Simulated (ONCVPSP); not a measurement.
**Before and after: ONCV potential for Ti**

Ti (Z = 22), optimised norm-conserving Vanderbilt (ONCV), made with ONCVPSP 4.0.1 (LDA (Perdew-Wang 92), scalar-relativistic). Core [Ne], reference 3s2 3p6 3d2 4s2. Waves: 3s+4s: rc 1.55 bohr, ncon 4, nbas 9, qcut 6.8 1/bohr, 2 projectors; 3p: rc 0.95 bohr, ncon 4, nbas 9, qcut 7.9 1/bohr, 1 projector; 3d: rc 2.55 bohr, ncon 3, nbas 8, qcut 5.5 1/bohr, 2 projectors, debl 0.6 Ha; f scattering state at 0.34 Ha: rc 2.00 bohr, ncon 4, nbas 7, qcut 5.2 1/bohr, 1 projector. Local part: polynomial inside 0.95 bohr (lpopt 3, dvloc0 3 Ha). Core correction: Teter function, fcfact 3.75, rcfact 1.3.

Change: fully relativistic.

Cutoffs: the cutoffs (Ha) at which the residual kinetic energy of the hardest occupied pseudo-wave falls to 1 and 0.1 mHa per electron; they do not see the model core or the augmentation charge, which bear on the density cutoff. Errors are all-electron minus pseudo energies relative to the spin-unpolarised reference configuration.

Task: Predict the effect on cutoff, ghosts and configuration errors.

Result: The potential gets neither clearly harder nor softer (33 Ha and 233 Ha → 33 Ha and 235 Ha); of the 4 tests that both files solve, the error grows in 2 and shrinks in 1 by more than 15 % and 0.3 meV (median size 1.3 → 0.8 meV); neither file shows a bound ghost.

| quantity | base | changed |
| --- | --- | --- |
| cutoff, loose | 33 Ha | 33 Ha |
| cutoff, tight | 233 Ha | 235 Ha |
| loose cutoff by channel | s 17 Ha, p 33 Ha, d 12 Ha | s 17 Ha, p 33 Ha, d 12 Ha |
| bound ghosts | none | none |
| GHOST(+) flags under 300 eV | none | none |
| error for 3s2 3p6 3d2 4s1, meV [ΔE 7.53 eV] | +0.4 | +0.9 |
| error for 3s2 3p6 3d2 4s0, meV [ΔE 21.32 eV] | -2.2 | -0.7 |
| error for 3s2 3p6 3d1 4s0, meV [ΔE 48.52 eV] | +397 | +400 |
| error for 3s2 3p6 3d2 4s1.5, meV [ΔE 3.01 eV] | +0.1 | +0.4 |
| s: phases at 1.57 bohr within 0.05 rad from the reference energy up to (Ha; the scan ends near 5) | to the end of the scan | to the end of the scan |
| rms error of d²Exc/dni dnj with the model core, mHa | 2.26 | 5.55 |
